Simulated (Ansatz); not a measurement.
Reaction (cleavage of the Si–B bond): `NB(S)[SiH2][SiH3]` + `O=C(O)O` → `O=C(O)O[SiH2][SiH3]` + `NBS`

Isolated molecules relaxed with PBE0-D4/def2-TZVP in Ansatz; ΔE leaves out vibrations. CBS: MP2 limit from def2 TZ/QZ plus the TZ coupled-cluster correction, frozen cores. One conformer a species, not always the lowest.

| species | CCSD/def2-TZVPP energy (Eh) |
| --- | --- |
| `NB(S)[SiH2][SiH3]` | -1060.13800 |
| `O=C(O)O` | -264.63169 |
| `O=C(O)O[SiH2][SiH3]` | -845.15999 |
| `NBS` | -479.64466 |

Task: Work out ΔE.

Result: ΔE = (-845.15999) + (-479.64466) − (-1060.13800) − (-264.63169) = -0.03496 Eh = -91.8 kJ/mol. CCSD(T)/CBS gives -89.9 kJ/mol.

Largest T1 diagnostic among the species: 0.015.

From PBE to PBE0 (25 % exact exchange), in def2-TZVPP and without D4, ΔE moves by −6.0 kJ/mol. In def2-TZVPP, CCSD(T) changes the Hartree–Fock value by +24.0 kJ/mol (the triples alone add +3.3 kJ/mol) and MP2 by +20.7 kJ/mol.
